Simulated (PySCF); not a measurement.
MoF₂ + H₂O → H₂MoO + F₂

Level: PBE0 in the def2-TZVP basis family, computed in PySCF with density fitting; scalar-relativistic core potentials for atoms from Rb on, none lighter, no spin–orbit coupling; open shells unrestricted.

| species | state and structure | E (Eh) | ZPE (kJ/mol) | H(298 K) − H(0) (kJ/mol) | S° (J/(mol K)) |
| --- | --- | --- | --- | --- | --- |
| MoF₂ | quintet, C2v, Mo–F 1.868 Å (×2); F–Mo–F 134.2° | -267.81612 | 8.8 | 12.3 | 292.0 |
| H₂O | singlet, C2v, O–H 0.960 Å (×2); H–O–H 105.1° | -76.37736 | 56.5 | 9.9 | 188.7 |
| H₂MoO | triplet, C2v, Mo–H 1.737 Å (×2), Mo–O 1.648 Å; H–Mo–H 125.4°, H–Mo–O 117.3° (×2) | -144.53235 | 37.6 | 12.1 | 269.4 |
| F₂ | singlet, D∞h, F–F 1.376 Å | -199.40856 | 6.6 | 8.7 | 201.9 |

Task: What is the electronic reaction energy?

Result: At PBE0/def2-TZVP, ΔE = 663.1 kJ/mol from the differences of the total energies times 2625.5, uphill. 

Task: Add zero-point, thermal and entropy terms for 298.15 K and 1 bar.

Result: ΔZPE = -21.1 and Δ[H(298) − H(0)] = -1.4 kJ/mol give ΔH° = 640.6 kJ/mol. ΔS° = -9.4 J/(mol K), so ΔG° = 640.6 − 298.15 × (-0.0094) = 643 kJ/mol.

Open d or f shells are single determinants, so the state found may not be the ground state. Only the bonding shown was studied: isomers, or loss of a ligand pair, can lie lower.
